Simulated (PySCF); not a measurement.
BH3N, SMILES B[NH], multiplicity 2. Atoms are numbered in the order given.

```xyz
5

B     -0.0142    -0.6876     0.0000
N      0.0590     0.6368     0.0000
H      0.9685    -1.3999     0.0000
H     -1.1104    -1.2300     0.0000
H     -0.1999     1.6102     0.0000
```
Charge 0, spin multiplicity 2.

Geometry optimised at PBE-D3(BJ)/def2-TZVP. The isomer is the one that the SMILES or the coordinates give; other isomers of the formula were not compared.

These are PBE0/def2-TZVPD (PySCF) values and carry that method's errors.

Mulliken values depend strongly on the basis, most of all with diffuse functions as here. Atomic charges (e):

```csv
atom,Mulliken,meta-Löwdin,Mulliken spin
B1,-0.31,[?],-0.14
N2,-0.02,[?],0.90
H3,0.05,[?],0.11
H4,0.05,[?],0.15
H5,0.24,[?],-0.02
```

Task: Fill in the missing entries. (The exact figures need the calculation; the answer reports its results.)

Result: 
- B1, meta-Löwdin: -0.11
- N2, meta-Löwdin: -0.24
- H3, meta-Löwdin: 0.04
- H4, meta-Löwdin: 0.04
- H5, meta-Löwdin: 0.27
